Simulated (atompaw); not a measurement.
## Before and after: PAW (atompaw) potential for Ti (Z = 22)

* Element: titanium (Ti)
* Generator: atompaw 4.2.0.5
* Type: PAW
* Functional: PBEsol
* Relativity: scalar-relativistic
* Frozen core: [Ne] 3s2
* Valence charge: 10
* Reference configuration: 3p6 3d2 4s0 4p0 (charge +2)
* Partial waves: 4s (bound, empty): rc 3.00 bohr; 4s channel at 1.5 Ry: rc 3.00 bohr; 3p (bound): rc 1.80 bohr; 4p (bound, empty): rc 3.00 bohr; 3d (bound): rc 3.00 bohr; 3d channel at -0.8 Ry: rc 3.00 bohr
* Local potential: ultrasoft scheme with l = 3 at 0 Ry, radius 2.45 bohr
* Core correction: smooth core density matched at 2.55 bohr
* Augmentation charge: sinc compensation charge, radius 2.25 bohr; PAW radius 3.00 bohr; waves and projectors: custom rrkj vanderbiltortho

Change: all radii scaled by about 1.23 (s 3.70, p 2.22, d 3.70 bohr); local potential ultrasoft scheme with l = 3 at 0 Ry, radius 3.02 bohr; augmentation sinc compensation charge, radius 2.78 bohr; PAW radius 3.70 bohr; waves and projectors: custom rrkj vanderbiltortho; core correction smooth core density matched at 3.14 bohr.

Cutoffs: the cutoffs (Ry, on a coarse ladder) from which the occupation-weighted sum of valence levels, in a spherical-Bessel basis at the reference potential, stays within 10 and 1 mRy of its value at 400 Ry; they do not see the model core or the augmentation charge, which bear on the density cutoff.

Question: What does the change do?

Answer: The potential gets softer (25 Ry and 45 Ry → 15 Ry and 30 Ry); neither file shows a bound ghost. A larger radius leaves more room for a smooth pseudo-wave, so fewer plane waves are needed.

| quantity | base | changed |
| --- | --- | --- |
| cutoff, loose | 25 Ry | 15 Ry |
| cutoff, tight | 45 Ry | 30 Ry |
| loose cutoff by channel (10 mRy a level) | p 21 Ry, d 8 Ry | p 15 Ry, d 6 Ry |
| bound ghosts | none | none |
| lowest overlap eigenvalue by channel | s 0.64, p 0.53, d 0.11 | s 0.12, p 0.60, d 0.84 |

 The cutoffs see the waves, projectors and local potential, not the compensation charge or the core.
